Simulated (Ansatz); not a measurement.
**Counterpoise correction, worked out**

The pair of H$_{2}$O (SMILES O, atoms 1–3) and HBr (SMILES Br, atoms 4–5), both closed shells, in one local arrangement (a lower one may exist), relaxed at PBE0-D4/def2-TZVP:

```xyz
5
angstrom
O 0.4229 0.2930 -0.7348
H -0.2583 0.7189 -1.2622
H 0.6694 -0.5022 -1.2150
Br -0.6783 -0.4280 2.2587
H -0.1557 -0.0814 0.9534
```

Computed with Ansatz 0.2.0 (basis: def2-TZVPPD); correlated methods freeze the cores. Filled d shells of the heavier atoms are correlated. The def2 sets are not built for correlating such inner shells, so the correlated values are less sure here.

CCSD(T) total energies in eV:

| system | geometry | basis functions | energy |
| --- | --- | --- | --- |
| pair | pair | all | -72100.87918 |
| H$_{2}$O | as in the pair | all (partner as ghosts) | -2077.34797 |
| HBr | as in the pair | all (partner as ghosts) | -70023.36368 |
| H$_{2}$O | as in the pair | its own | -2077.33392 |
| HBr | as in the pair | its own | -70023.34100 |
| H$_{2}$O | free (PBE0-D4 minimum) | its own | -2077.33568 |
| HBr | free (PBE0-D4 minimum) | its own | -70023.35390 |

Problem. Work out the interaction energy with and without the counterpoise correction, the superposition error, and the binding energy from the relaxed fragments.

Solution. Without correction: -72100.87918 − (-2077.33392) − (-70023.34100) = -0.20426 eV.
With correction (each fragment in the whole basis): -72100.87918 − (-2077.34797) − (-70023.36368) = -0.16753 eV = -3.86 kcal/mol.
The superposition error is the difference, 0.03673 eV, 18 % of the uncorrected value: each fragment borrows its partner's functions.
Deformation from the free shapes: 0.00176 eV for H$_{2}$O and 0.01290 eV for HBr.
Binding energy from relaxed fragments: -0.16753 + 0.00176 + 0.01290 = -0.15287 eV = -3.53 kcal/mol (electronic, without zero-point energy; negative means bound). For comparison, the corrected interaction energy by CCSD(T) at an estimated basis limit (MP2 extrapolated from triple and quadruple zeta, plus CCSD(T) − MP2 in triple zeta) is -0.206 eV; triple zeta with the correction binds less.

The T1 diagnostic stays at or below 0.011.

For scale, one of the runs: CCSD(T)/def2-TZVPPD, 148 basis functions, launched by `ansatz run in.yaml --threads 2 --pin off --events-out ev --progress --plain --max-ram 5222MiB`. Hardware: 2 CPU threads of an Intel Xeon 6975P-C, shared host. Wall time 9.5 s; peak host memory 1 GiB.
